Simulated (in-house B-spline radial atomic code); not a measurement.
Settings and results of a run for Rh3+ (an excited or competing configuration). Method: non-relativistic B97-1, spin-polarised, spherical fractional occupations, point nucleus. Calculated with a B-spline radial code for spherical atoms.

Command:
```bash
python run_scf.py task.json out
```
Settings:
```
Z                45
configuration    [Ar] 3d9 4s2 4p6 4d6 5p1
hamiltonian      nr
method           b97_1
spin_polarised   True
```

Output (hartree, bohr):
```
 radial grid: 55 intervals, B-splines of order 8, outer radius 39.1892 bohr

 iter        energy (Eh)    residual
    1       -4658.034164    6.34e-01
    2       -4667.146596    4.55e-01
    3       -4672.986157    1.15e-01
    4       -4673.325051    2.80e-02
    5       -4673.337871    1.44e-02
    6       -4673.343390    2.03e-03
    7       -4673.343430    1.50e-04
    8       -4673.343431    3.63e-05
    9       -4673.343431    3.16e-06
   10       -4673.343431    3.04e-07

 total energy                     -4673.34343
 kinetic                            4671.2027
 electron-nucleus                 -11038.7605
 Hartree                            1827.3243
 exact exchange                      -27.3293
 exchange-correlation               -105.7806

 orbital      occ     eigenvalue          <r>       <r^2>       <1/r>       <r^4>       r_max
 1s up      1.000      -827.3846    0.0338513  0.00153328     44.4785 5.95577e-06      0.0224
 1s down    1.000      -827.3817    0.0338509  0.00153324     44.4787 5.95531e-06      0.0224
 2s up      1.000      -120.8048     0.147197   0.0254603     10.0873   0.0011044      0.1247
 2s down    1.000      -120.6773     0.147125    0.025435     10.0932  0.00110217      0.1246
 2p up      3.000      -112.1281     0.125985   0.0193232     10.0786 0.000735446     0.09795
 2p down    3.000      -112.0249     0.125898   0.0192948     10.0843 0.000733097     0.09791
 3s up      1.000       -23.6957     0.399375    0.182225     3.59172   0.0507128      0.3611
 3s down    1.000       -23.5710     0.399461     0.18224     3.58807   0.0506582      0.3613
 3p up      3.000       -20.2725      0.39162    0.177888     3.50773   0.0507207      0.3477
 3p down    3.000       -20.1302     0.391805    0.177976     3.50287   0.0506913       0.348
 3d up      5.000       -14.0316     0.363411    0.157104      3.3524   0.0459875      0.2884
 3d down    4.000       -13.7830     0.364393    0.157959     3.34415   0.0464738      0.2892
 4s up      1.000        -4.7799     0.975378     1.07442     1.40002     1.70993      0.8861
 4s down    1.000        -4.6075     0.976359     1.07711     1.39817     1.72459       0.887
 4p up      3.000        -3.6788      1.03865     1.22858     1.29797     2.31209      0.9263
 4p down    3.000        -3.4926      1.04234     1.23901     1.29355     2.36931       0.927
 4d up      5.000        -1.8827      1.25026     1.82667     1.05292     5.70378       1.046
 4d down    1.000        -1.6361      1.28864     1.94988     1.02549     6.57847       1.055
 5p up      1.000        -0.9115      2.75326     8.50108    0.466636     105.701        2.48
```

Run time, properties included: 0.14 s on 1 thread of Arm Neoverse V2, with other jobs on the host.

Caution: exact exchange at fractional occupations of open shells leaves self-interaction of up to several eV.
